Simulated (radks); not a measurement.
The numbers below are computed, except where a source is named.
Task: Species: Pb72+. Configuration: [Ne]. Code: a radial shooting solver on a logarithmic mesh with Libxc functionals. Model: scalar-relativistic Kohn-Sham, SCAN, spin-polarised, spherical densities, finite nucleus; meta-GGA in the generalised Kohn-Sham scheme; Fermi nuclear charge, rms radius 5.5012 fm. Some entries of the table are withheld. Estimate them.

| orbital | occ. | eigenvalue (hartree) | <1/r> (bohr^-1) | <r^2> (bohr^2) |
|---|---|---|---|---|
| 1s | 2 | -3493.540 | (1) | 0.0003567 |
| 2s | 2 | -819.0740 | 24.18 | 0.005247 |
| 2p | 6 | (2) | 21.23 | 0.004424 |

Result: 
(1) 1s <1/r> (bohr^-1): 101.4
(2) 2p eigenvalue (hartree): -738.1735
